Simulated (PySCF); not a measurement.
C2H7GaO. Atoms are numbered in the order given.

```xyz
11

Ga    -0.1236    -1.0885     0.0000
H      0.7343    -2.3882     0.0000
H     -1.6807    -0.9465     0.0000
O      0.9207     0.3627     0.0000
C      0.6396     1.7454     0.0000
C     -0.8380     2.1131     0.0000
H      1.1293     2.1922     0.8859
H      1.1293     2.1922    -0.8859
H     -1.3503     1.7161     0.8919
H     -0.9565     3.2087     0.0000
H     -1.3503     1.7161    -0.8919
```

Geometry optimised at TPSSh-D3(BJ)/def2-SVP. The values are those of a single conformer.

Method: PySCF with PBE/def2-TZVP.

ESP charges are fitted to the potential on shells at 1.4 to 2.0 van der Waals radii. Atomic charges (e):

| atom | ESP fit | meta-Löwdin |
|---|---|---|
| Ga1 | 0.67 | 0.42 |
| H2 | … | -0.05 |
| H3 | … | -0.07 |
| O4 | … | -0.52 |
| C5 | 0.47 | 0.01 |
| C6 | -0.36 | -0.36 |
| H7 | … | 0.11 |
| H8 | … | 0.11 |
| H9 | 0.10 | 0.12 |
| H10 | 0.06 | 0.12 |
| H11 | 0.10 | 0.12 |

Task: Complete the blanks. (Estimate from the structure and the level; the computed values follow.)

Result: 
- H2, ESP fit: -0.18
- H3, ESP fit: -0.20
- O4, ESP fit: -0.57
- H7, ESP fit: -0.04
- H8, ESP fit: -0.04
